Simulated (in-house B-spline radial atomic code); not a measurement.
A fraction x of an electron is removed from 4p in Br, starting from [Ar] 3d10 4s2 4p5 and keeping the highest spin. Computed with a radial B-spline atomic code at the basis-set limit: non-relativistic PBE0, spin-polarised, spherical fractional occupations, point nucleus.

Caution: exact exchange at fractional occupations of open shells leaves self-interaction of up to several eV.

```tsv
x	E(x) - E(0) (eV)	4p down level (eV)
0	0.0000	-7.967
0.12	1.0111	-8.887
0.14	1.1904	-9.041
0.33	3.0491	-10.530
0.5	4.9545	-11.891
0.57	5.8067	-12.458
0.65	6.8294	-13.112
0.86	9.7648	-14.851
0.93	10.8249	-15.438
1	11.9262	-16.028
```

The exact functional would give a straight line between the two integer points. Deviations E(x) - E(0) - x[E(1) - E(0)], in eV: -0.42 at x = 0.12, -0.479 at x = 0.14, -0.887 at x = 0.33, -1.009 at x = 0.5, -0.991 at x = 0.57, -0.923 at x = 0.65, -0.492 at x = 0.86, -0.266 at x = 0.93.

The curve lies below the straight line by up to 1.009 eV (at x = 0.5): convex, the delocalisation error, to which spherically averaged exact exchange adds.

(1) How well does Slater's transition state (minus the level at half occupation) give the ionisation energy?

## Answers

(1) It gives 11.891 eV against 11.926 eV from the two total energies; NIST lists 11.81 eV, ground level to ground level. The end point has an open shell averaged over its orbitals, so its exact exchange keeps a self-interaction and this is no true integer point.
